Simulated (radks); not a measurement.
Initial-state core-level shifts of neutral zinc when its valence configuration changes from [Ar] 3d10 4s2. Calculated with a radial shooting solver on a logarithmic mesh with Libxc functionals: scalar-relativistic Kohn-Sham, PBE, spin-unpolarised, spherical densities, finite nucleus; Fermi nuclear charge, rms radius 3.9283 fm. Shifts are changes of the shell-averaged eigenvalues in eV (positive: less bound); the change of the density at the nucleus, which sets a Mossbauer isomer shift, is in e/bohr^3, on a base of 2.534e+04.

[
 {"valence": "3d10 4s1 4p1", "1s": "-2.251", "2s": "-2.133", "2p": "-2.140", "3p": "-2.252", "density at nucleus": "-8.325"},
 {"valence": "3d10 4p2", "1s": "-4.125", "2s": "-3.892", "2p": "-3.906", "3p": "-4.130", "density at nucleus": "-18.325"},
 {"valence": "3d9.5 4s2 4p0.5", "1s": "-4.495", "2s": "-4.818", "2p": "-4.785", "3p": "-4.364", "density at nucleus": "+3.698"},
 {"valence": "3d8 4s2 4p2", "1s": "-19.299", "2s": "-21.003", "2p": "-20.842", "3p": "-18.136", "density at nucleus": "+16.436"},
 {"valence": "3d9 4s2 4p1", "1s": "-9.187", "2s": "-9.905", "2p": "-9.834", "3p": "-8.825", "density at nucleus": "+7.650"},
 {"valence": "3d6 4s2 4p4", "1s": "-42.398", "2s": "-46.752", "2p": "-46.379", "3p": "-38.114", "density at nucleus": "+37.430"},
 {"valence": "3d10 4s1.5 4p0.5", "1s": "-1.197", "2s": "-1.137", "2p": "-1.141", "3p": "-1.197", "density at nucleus": "-3.908"},
 {"valence": "3d8 4p4", "1s": "-22.507", "2s": "-24.090", "2p": "-23.928", "3p": "-21.296", "density at nucleus": "-11.961"}
]
